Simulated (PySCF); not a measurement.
# [Gd(NH2)4]−: from a saddle point downhill

PySCF 2.14.0, RKS PBE, Gd lcecp-1-SVP with ECP53, N def2-SVP, H def2-SVP; non-relativistic Hamiltonian with scalar-relativistic core potentials where named; density fitting; no spin-orbit coupling. Relaxed within the symmetry of its start, the geometry (D2d) is

```xyz
13

Gd    0.0000    0.0000    0.0000
N     1.1382    1.4080    1.4080
H     1.5703    1.1569    2.3099
H     1.5703    2.3099    1.1569
N    -1.1382   -1.4080    1.4080
H    -1.5703   -1.1569    2.3099
H    -1.5703   -2.3099    1.1569
N     1.1382   -1.4080   -1.4080
H     1.5703   -2.3099   -1.1569
H     1.5703   -1.1569   -2.3099
N    -1.1382    1.4080   -1.4080
H    -1.5703    2.3099   -1.1569
H    -1.5703    1.1569   -2.3099
```

and its lowest harmonic modes are -140, 67, 67, 68, 90, 94 cm⁻¹ (negative: unstable). It was moved along the lowest mode and relaxed again, within the group S4 that the move left.

Q: Where does it end, and how much lower?

A: In S4, 0.092 eV lower, after 27 steps:
```xyz
13

Gd    0.0001    0.0000    0.0000
N     1.3734    1.3491    1.2329
H     2.2440    1.0167    1.6751
H     1.3494    2.3606    1.4219
N    -1.3732   -1.2329    1.3492
H    -1.3492   -1.4203    2.3612
H    -2.2445   -1.6745    1.0180
N     1.3734   -1.3491   -1.2329
H     1.3494   -2.3606   -1.4219
H     2.2440   -1.0167   -1.6751
N    -1.3732    1.2329   -1.3492
H    -2.2445    1.6745   -1.0180
H    -1.3492    1.4203   -2.3612
```

Q: How do the contacts change?

A: 
```
      contact  saddle (Å)  end (Å)
 Gd1–N2 (NH2)       2.294    2.286
 Gd1–N5 (NH2)       2.294    2.286
 Gd1–N8 (NH2)       2.294    2.286
Gd1–N11 (NH2)       2.294    2.286
```


Q: Is the end a minimum?

A: Yes; lowest modes 84, 84, 84, 95, 113, 162 cm⁻¹.

An lcecp potential fixes the number of 4f electrons, so in runs with it no electron can move into or out of that shell.

State: singlet in the valence, with the 4f electrons in the core potential.
